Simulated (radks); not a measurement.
Initial-state core-level shifts of neutral mercury when its valence configuration changes from [Hg]. Calculated with a radial shooting solver on a logarithmic mesh with Libxc functionals: scalar-relativistic Kohn-Sham, SCAN, spin-polarised, spherical densities, finite nucleus; open shells are filled with parallel spins first (spin-orbit coupling, left out, can overturn this in heavy ions); meta-GGA in the generalised Kohn-Sham scheme; Fermi nuclear charge, rms radius 5.4648 fm. Shifts are changes of the shell-averaged eigenvalues in eV (positive: less bound); the change of the density at the nucleus, which sets a Mossbauer isomer shift, is in e/bohr^3, on a base of 2.5e+06.

[
 {"valence": "[Xe] 4f13 5d10 6s2 6p1", "1s": "-18.678", "2s": "-19.984", "3d": "-21.855", "4s": "-19.358", "density at nucleus": "+233.3"},
 {"valence": "[Xe] 4f14 5d8 6s2 6p2", "1s": "-10.999", "2s": "-11.278", "3d": "-11.199", "4s": "-11.060", "density at nucleus": "+144.2"},
 {"valence": "[Xe] 4f14 5d10 6s1.5 6p0.5", "1s": "-1.054", "2s": "-1.029", "3d": "-1.034", "4s": "-1.046", "density at nucleus": "-73.8"},
 {"valence": "[Xe] 4f14 5d10 6s1 6p1", "1s": "-1.911", "2s": "-1.858", "3d": "-1.872", "4s": "-1.899", "density at nucleus": "-157.3"},
 {"valence": "[Xe] 4f12 5d10 6s2 6p2", "1s": "-38.027", "2s": "-40.744", "3d": "-44.549", "4s": "-39.195", "density at nucleus": "+478.6"},
 {"valence": "[Xe] 4f14 5d10 6p2", "1s": "-3.790", "2s": "-3.690", "3d": "-3.716", "4s": "-3.765", "density at nucleus": "-322.4"},
 {"valence": "[Xe] 4f13 5d9 6s2 6p2", "1s": "-24.330", "2s": "-25.797", "3d": "-27.618", "4s": "-25.026", "density at nucleus": "+307.7"},
 {"valence": "[Xe] 4f13 5d10 6s1.5 6p1.5", "1s": "-19.562", "2s": "-20.845", "3d": "-22.722", "4s": "-20.237", "density at nucleus": "+148.9"},
 {"valence": "[Xe] 4f13 5d10 6s1 6p2", "1s": "-20.181", "2s": "-21.439", "3d": "-23.327", "4s": "-20.857", "density at nucleus": "+42.6"}
]
